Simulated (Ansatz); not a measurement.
`N#[C][AlH][Cl]` + `[SiH3]N[SiH3]` → `[SiH3][N]([SiH3])[AlH][Cl]` + `C#N` at 700 K and 1 bar (ligand exchange at the Al–C bond).

Isolated molecules relaxed with PBE0-D4/def2-TZVP in Ansatz; ΔE leaves out vibrations. CBS: MP2 limit from def2 TZ/QZ plus the TZ coupled-cluster correction, frozen cores. This one scheme is used for every species. One conformer a species, not always the lowest.

| species | CCSD(T)/CBS energy (Eh) | H − E (kJ/mol) | S (J/(mol·K)) |
| --- | --- | --- | --- |
| `N#[C][AlH][Cl]` | -795.20880 | 93.5 | 383.0 |
| `[SiH3]N[SiH3]` | -637.10515 | 245.6 | 444.2 |
| `[SiH3][N]([SiH3])[AlH][Cl]` | -1339.00991 | 271.6 | 552.1 |
| `C#N` | -93.32098 | 68.7 | 235.2 |

H − E and S are ideal-gas, rigid-rotor, harmonic terms from PBE0-D4/def2-TZVP, for one conformer and one mirror image of each species. 1 Eh = 2625.50 kJ/mol, R = 8.31446 J/(mol·K).

Question: By hand: ΔE, ΔH, ΔS and ΔG.

Answer: ΔE = (-1339.00991) + (-93.32098) − (-795.20880) − (-637.10515) = -0.01694 Eh = -44.5 kJ/mol. Δ(H − E) = 271.6 + 68.7 − 93.5 − 245.6 = 1.2, so ΔH = -43.3 kJ/mol. ΔS = 552.1 + 235.2 − 383.0 − 444.2 = -39.9 J/(mol·K). ΔG = -43.3 − 700 × (-39.9)/1000 = -15.4 kJ/mol.

Question: By hand: the equilibrium constant, and the temperature at which ΔG would vanish if ΔH and ΔS stayed fixed.

Answer: log₁₀ K = −ΔG/(RT ln 10) = 1.1. ΔG = 0 at ΔH/ΔS = 1085 K.

TΔS isn't small against ΔH here. A doubt of 5 kJ/mol in ΔE shifts log₁₀ K by 0.4 here. Other conformers and mirror images would add mixing entropy, several J/(mol·K) or more a flexible species. Modes under 60 cm⁻¹, often nearly free rotors, make the harmonic entropy too high. These are equilibria of isolated gas molecules and say nothing of rates. Largest T1 diagnostic: 0.014 (customary marks: 0.02 for closed shells, 0.045 for open ones).
